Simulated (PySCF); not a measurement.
## LDA on Kr(2+) (krypton, charge +2)

Configuration: [Ar] 3d10 4s2 4p4, high-spin 3P determinant. Calculation: PySCF 2.14, in aug-cc-pVQZ-PP with one added diffuse shell each of s, p, d, f, g type with ECP10MDF (8s7p6d4f3g, 114 functions); a scalar-relativistic core potential.

| Quantity | Value |
| --- | --- |
| Total energy | -461.5226 hartree |
| One-electron energy | -784.9200 hartree |
| Hartree (Coulomb) energy | 355.3045 hartree |
| Exchange-correlation energy | -31.9071 hartree |
| ⟨S²⟩ | 2.0011 |
| ⟨L²⟩ | 2.011 |
| Sum of ⟨r⟩ | 19.80 bohr |
| Sum of ⟨r²⟩ | 25.36 bohr² |
| Traceless quadrupole moment −½Σ⟨3z² − r²⟩ along its main axis | -1.23 e·bohr² |

| shell | electrons | mean orbital energy (eV) | spread (eV) | rms radius, mean of both spins (bohr) |
| --- | --- | --- | --- | --- |
| 3s α | 1 | -275.76 | 0 | 0.573 |
| 3s β | 1 | -275.48 | 0 | 0.573 |
| 3p α | 3 | -220.01 | 0.802 | 0.589 |
| 3p β | 3 | -219.72 | 0.599 | 0.589 |
| 3d α | 5 | -108.16 | 0.768 | 0.607 |
| 3d β | 5 | -107.80 | 0.528 | 0.607 |
| 4s α | 1 | -47.083 | 0 | 1.59 |
| 4s β | 1 | -45.160 | 0 | 1.59 |
| 4p α | 3 | -31.843 | 1.445 | 1.86 |
| 4p β | 1 | -29.909 | 0 | 1.86 |

Energies and moments cover only the electrons outside the core potential.
